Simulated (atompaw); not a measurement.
## niobium (Nb): PAW (atompaw) pseudisation with LDA (PW92), scalar-relativistic reference atom.

```json
{
  "Element": "Nb",
  "Generator": "atompaw 4.2.0.5",
  "Type": "PAW",
  "Functional": "LDA (PW92)",
  "Relativity": "scalar-relativistic",
  "Frozen core": "[Kr]",
  "Valence charge": "5",
  "Reference configuration": "4d4 5s0.5 5p0.5",
  "Partial waves": "5s (bound); 5s channel at 2.35 Ry; 5p (bound); 5p channel at 2.9 Ry; 4d (bound); 4d channel at 0.7 Ry; 4f channel at -0.05 Ry; 4f channel at 2.35 Ry",
  "Local potential": "bessel scheme, radius 2.15 bohr",
  "Core correction": "smooth core density matched at 1.60 bohr",
  "Augmentation charge": "besselshape compensation charge, radius 2.75 bohr; PAW radius 3.00 bohr; waves and projectors: bloechl"
}
```

All-electron outer shells of the reference configuration (LDA (PW92), scalar-relativistic, ld1.x):

```csv
shell,level (eV),outermost node (bohr),outermost maximum (bohr)
4s,-59.10,0.53,1.02
4p,-35.26,0.54,1.12
5s,-4.63,1.40,3.04
4d,-3.79,0.55,1.51
5p,-1.59,1.62,4.15
```

Task: Does the generator finish with these settings?

Result: Yes, a potential is produced.

Task: Estimate the cutoffs (Ry, on a coarse ladder) from which the occupation-weighted sum of valence levels, in a spherical-Bessel basis at the reference potential, stays within 10 and 1 mRy of its value at 400 Ry.

Result: 18 Ry and 21 Ry.

Task: What does a ghost test show?

Result: No extra level below or beside the all-electron valence levels (s, p, d, f tested).

Task: Is the overlap operator S = 1 + Σ q|β⟩⟨β| positive definite (Bessel basis up to 400 Ry)?

Result: Yes: its lowest eigenvalue is 0.44 (f channel).

Task: Which valence shell sets the plane-wave cutoff?

Result: 4d: its level needs 18 Ry to come within 1 mRy, against 6 Ry for 5s.
